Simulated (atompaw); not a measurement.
## Which change was made? (Sc, PAW (atompaw))

```json
{
 "Element": "scandium (Sc)",
 "Generator": "atompaw 4.2.0.5",
 "Type": "PAW",
 "Functional": "PBE",
 "Relativity": "scalar-relativistic",
 "Frozen core": "[Ne] 3s2",
 "Valence charge": "9",
 "Reference configuration": "3p6 3d1 4s2 4p0",
 "Partial waves": "4s (bound); 4s channel at 3.95 Ry; 3p (bound); 4p (bound, empty); 3d (bound); 3d channel at 4.75 Ry",
 "Local potential": "troulliermartins scheme with l = 3 at 0.5 Ry, radius 2.75 bohr",
 "Core correction": "smooth core density matched at 1.90 bohr",
 "Augmentation charge": "gaussian compensation charge, radius 2.75 bohr; PAW radius 3.00 bohr; waves and projectors: bloechl"
}
```

Cutoffs, loose and tight: the cutoffs (Ry, on a coarse ladder) from which the occupation-weighted sum of valence levels, in a spherical-Bessel basis at the reference potential, stays within 10 and 1 mRy of its value at 400 Ry. They see the waves, projectors and local potential, not the compensation charge or the core.

The base gives: outcome: generated; cutoff, loose: 21 Ry; cutoff, tight: 25 Ry; bound ghosts: none.

(1) After one change the result is: outcome: generated; cutoff, loose: 25 Ry; cutoff, tight: 110 Ry; bound ghosts: none. Which change was it?
A. core [Ar], valence charge 3; reference 3d1 4s2 4p0; waves now 4s (bound); 4s channel at 1.4 Ry; 4p (bound); 4p channel at 2.05 Ry; 3d (bound); 3d channel at 0.2 Ry; local potential troulliermartins scheme with l = 3 at 0.5 Ry, radius 2.20 bohr; core correction smooth core density matched at 2.00 bohr; augmentation gaussian compensation charge, radius 2.50 bohr; PAW radius 3.00 bohr; waves and projectors: bloechl
B. waves 4s (bound): rc 3.00 bohr; 4s channel at 3.95 Ry: rc 3.00 bohr; 3p (bound): rc 1.60 bohr; 4p (bound): rc 3.00 bohr; 3d (bound): rc 3.00 bohr; 3d channel at 4.75 Ry: rc 3.00 bohr; augmentation gaussian compensation charge, radius 2.75 bohr; PAW radius 3.00 bohr; waves and projectors: custom polynom2 7 10 vanderbiltortho
C. all radii scaled by about 1.10 (s 3.30, p 1.76, d 3.30 bohr); local potential troulliermartins scheme with l = 3 at 0.5 Ry, radius 3.02 bohr; augmentation gaussian compensation charge, radius 3.02 bohr; PAW radius 3.30 bohr; waves and projectors: bloechl; core correction smooth core density matched at 2.08 bohr

Results:

(1) B. The others give: all radii scaled by about 1.10 (s 3.30, p 1.76, d 3.30 bohr); local potential troulliermartins scheme with l = 3 at 0.5 Ry, radius 3.02 bohr; augmentation gaussian compensation charge, radius 3.02 bohr; PAW radius 3.30 bohr; waves and projectors: bloechl; core correction smooth core density matched at 2.08 bohr → outcome: generated; cutoff, loose: 18 Ry; cutoff, tight: 21 Ry; bound ghosts: none | core [Ar], valence charge 3; reference 3d1 4s2 4p0; waves now 4s (bound); 4s channel at 1.4 Ry; 4p (bound); 4p channel at 2.05 Ry; 3d (bound); 3d channel at 0.2 Ry; local potential troulliermartins scheme with l = 3 at 0.5 Ry, radius 2.20 bohr; core correction smooth core density matched at 2.00 bohr; augmentation gaussian compensation charge, radius 2.50 bohr; PAW radius 3.00 bohr; waves and projectors: bloechl → outcome: failed: atompaw: terminating projector 1000.
